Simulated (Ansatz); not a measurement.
Geometry optimisation, RKS PBE0-D4/def2-SVP (Ansatz 0.2.0).

Input:

```yaml
crystal:
  periodic: [false, false, false]
  atoms:
    - { symbol: Ge, position_ang: [0.013616, 0.546577, -0.098202] }
    - { symbol: Cl, position_ang: [0.533053, -0.702215, 3.048223] }
    - { symbol: H, position_ang: [0.940632, -0.673196, -0.166314] }
    - { symbol: O, position_ang: [-0.277867, 1.091546, -1.779562] }
    - { symbol: H, position_ang: [-1.216809, 1.158773, -1.980586] }
    - { symbol: H, position_ang: [-1.349015, 0.21642, 0.541722] }
    - { symbol: P, position_ang: [1.048479, 2.21806, 1.070428] }
    - { symbol: H, position_ang: [2.199539, 2.248742, 0.2305] }
    - { symbol: H, position_ang: [0.379686, 3.278259, 0.393241] }
    - { symbol: H, position_ang: [0.830386, 0.596433, 3.11305] }
basis:
  gaussian: { orbitals: def2-SVP }
hamiltonian:
  xc: pbe0
  dispersion: d4
relax:
  f_tol: 0.03
  max_steps: 50
```

Run as:

```bash
$ ansatz run input.yaml --threads 4 --pin off --max-ram 5120MiB --backend cpu --events-out ev --progress --plain --runs-dir out
```

Task: Where does it end, and by what steps?

Result: The forces met the threshold. After 11 steps the energy has fallen by 0.082 eV; H5 moved furthest, 0.54 Å.

```csv
step,energy less start (eV),largest force component (eV/Å),accepted
0,0.0000,1.024,yes
1,-0.0229,1.169,yes
2,-0.0452,1.076,yes
3,-0.0516,0.585,yes
4,-0.0411,0.391,no
5,-0.0717,0.094,yes
6,-0.0772,0.063,yes
7,-0.0802,0.078,yes
8,-0.0808,0.160,yes
9,-0.0817,0.059,yes
10,-0.0818,0.050,yes
11,-0.0825,0.008,yes
```

```xyz
10
Properties=species:S:1:pos:R:3
Ge -0.043 0.445 -0.167
Cl 0.573 -0.568 3.404
H 0.831 -0.811 -0.197
O -0.257 0.871 -1.886
H -0.885 1.588 -2.018
H -1.411 0.214 0.504
P 1.068 2.105 1.038
H 2.036 2.382 0.030
H 0.189 3.165 0.668
H 1.000 0.589 2.997
```

Whether the end is a true minimum wasn't checked by a vibrational analysis.

The run took 25 s on 4 threads of Arm Neoverse V1 (shared host), peak memory 0.28 GiB.
